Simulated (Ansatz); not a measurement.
Basis-set extrapolation for CH6ClFSi2 (`C[SiH](F)[SiH2]Cl`) (PBE0-D4/def2-TZVP geometry, frozen core, Ansatz 0.2.0). Multiplicity 1, RHF reference.

```tsv
	def2-TZVPP	def2-QZVPP
HF	-1178.390051	-1178.427779
MP2 correlation	-0.857545	-0.932386
CCSD(T) correlation	-0.950182	not run
```

Energies in hartree. Use E(X) = E(∞) + A·exp(−7.88·√X) for Hartree–Fock and E(X) = E(∞) + B·X^(−2.97) for correlation, with X = 3 and 4, and add CCSD(T) minus MP2 of the smaller set to the MP2 limit.

What is the CCSD(T) energy at the basis-set limit?

HF limit: -1178.427779 + (-0.037728) × 0.13774 = -1178.43298. MP2 limit: -0.932386 + (-0.074841) × 0.74074 = -0.98782. Higher-order term: -0.950182 − (-0.857545) = -0.09264. Total: -1179.51344 hartree, 454.8 kJ/mol below CCSD(T)/def2-TZVPP.
